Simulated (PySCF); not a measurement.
A search over the determinants of LiPb⁺

Unrestricted PBE0; basis Li cc-pVDZ, Pb cc-pVDZ-PP with ECP60; scalar-relativistic core potentials; PySCF 2.14. Outer shells of the fragments: Li+ closed shells only; Pb 5d10 6s2 6p2.

Followed along the bond (rough minima from three points):

```tsv
2Ms+1	unpaired	⟨S²⟩ at the start	R at minimum (Å)	Te (eV)
3	σ ↑, π ↑	2.00	3.09	0.00
1	none	0.00	3.02	0.13
1	σ ↑, π ↓	1.00	3.18	0.27
3	π ↑↑	2.00	none in the scan	≤ 1.10
1	π ↑↓	1.00	none in the scan	≤ 1.39
```

Solutions found at the starting distance of 2.780 Å, counted from the lowest of them; the search is not exhaustive and high or unbound solutions are not listed, so other states can lie among these:

```csv
2Ms+1,unpaired,term,E (eV),⟨S²⟩,⟨Lz²⟩,μ (D)
3,"σ ↑, π ↑",³Π,0.00,2.00,1.00,-8.49
1,none,¹Σ⁺,0.12,0.00,0.00,-7.70
1,"σ ↑, π ↓",mixed,0.31,1.00,1.00,-8.55
3,π ↑↑,³Σ⁻,1.12,2.00,0.00,-9.15
1,π ↑↓,mixed,1.40,1.00,2.01,-8.96
1,none,mixed,2.12,0.00,2.00,-8.43
3,σ ↑↑,³Σ⁺,3.49,2.00,0.00,1.48
3,π ↑↑,mixed,5.09,2.00,2.00,-0.34
3,"σ ↑, δ ↑",³Δ,9.71,2.00,4.00,-0.75
1,"σ ↑, δ ↓",mixed,9.81,1.00,4.00,-0.66
```

A term symbol is given only where ⟨S²⟩ and ⟨Lz²⟩ are close to those of a pure state; real π, δ and φ orbitals otherwise mix terms. A positive dipole points towards Pb; it is taken about the centre of mass and depends on that origin.

These are scalar-relativistic numbers at best; spin–orbit coupling would shift them, the dissociation energy most.
